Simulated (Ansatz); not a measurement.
Born–Oppenheimer molecular dynamics of ClF2HOZr (6 atoms, charge 0, multiplicity 1). It starts from a relaxed structure.

All numbers below come from Ansatz 0.2.0, RHF/def2-SVP.

```
ensemble                      : NVE (velocity Verlet)
time step                     : 1 fs
steps asked                   : 100
starting velocities drawn for : 700 K
masses                        : H 10 u
seed                          : 270783
```

First frame:

```xyz
6
Properties=species:S:1:pos:R:3
Zr -0.014 0.007 0.131
Cl 0.166 0.273 2.497
F 1.724 -0.096 -0.637
F -0.910 1.511 -0.617
O -0.978 -1.569 -0.289
H -1.458 -2.354 -0.489
```

Question: How far do the bonds stretch over the last three quarters of this one trajectory? (Pairs bonded in most of those frames.)

Answer: 
| bond | mean (Å) | spread (Å) | shortest | longest |
| --- | --- | --- | --- | --- |
| Zr1–Cl2 | 2.409 | 0.056 | 2.31 | 2.48 |
| Zr1–F3 | 1.915 | 0.002 | 1.91 | 1.92 |
| Zr1–F4 | 1.925 | 0.057 | 1.82 | 2.00 |
| Zr1–O5 | 1.886 | 0.004 | 1.88 | 1.89 |
| O5–H6 | 0.942 | 0.002 | 0.94 | 0.95 |

Mean temperature of the second half: 292 K. The conserved energy stayed within 0.1 meV per atom of its start (net change 0.032 meV per atom), so the integration is sound. A run of 0.1 ps of so small a system gives no equilibrium averages.

Time of the run: 100 s on 1 thread of AMD EPYC 9R45 96-Core Processor (Zen 5), with other jobs on the host, peak memory 0.2 GiB.
